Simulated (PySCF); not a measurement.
PBE on Br⁻ (bromine, charge -1), [Kr], closed-shell 1S. All numbers are calculated (PySCF 2.14, scalar relativity through the core potential, in aug-cc-pVQZ-PP with one added diffuse shell each of s, p, d, f, g type with ECP10MDF (8s7p6d4f3g, 114 functions)).

```
cycle= 1 E= -416.932141651587  delta_E= -0.0112  |g|= 0.0897  |ddm|= 0.966
cycle= 2 E= -416.931477628337  delta_E= 0.000664  |g|= 0.0914  |ddm|= 0.28
cycle= 3 E= -416.932988200522  delta_E= -0.00151  |g|= 0.0145  |ddm|= 0.201
cycle= 4 E= -416.933126027859  delta_E= -0.000138  |g|= 0.00134  |ddm|= 0.0408
cycle= 5 E= -416.933127608286  delta_E= -1.58e-06  |g|= 1.19e-05  |ddm|= 0.00301
cycle= 6 E= -416.933127608375  delta_E= -8.83e-11  |g|= 5.61e-07  |ddm|= 6.19e-05
converged SCF energy = -416.933127608375  <S^2> = 5.3290705e-15  2S+1 = 1
```

Highest occupied orbital energy: 0.109 eV; ⟨L²⟩ = 0.00; populations by l: s 4.00, p 12.00, d 10.00, f 0.00.

(1) Can this result be used?

## Answers

(1) With care. The run converged. Energies and moments cover only the electrons outside the core potential. At PBE the highest occupied level has a positive energy, so only the finite basis holds that electron; in a semilocal or global hybrid functional this comes from self-interaction and does not mean that the real anion is unbound.
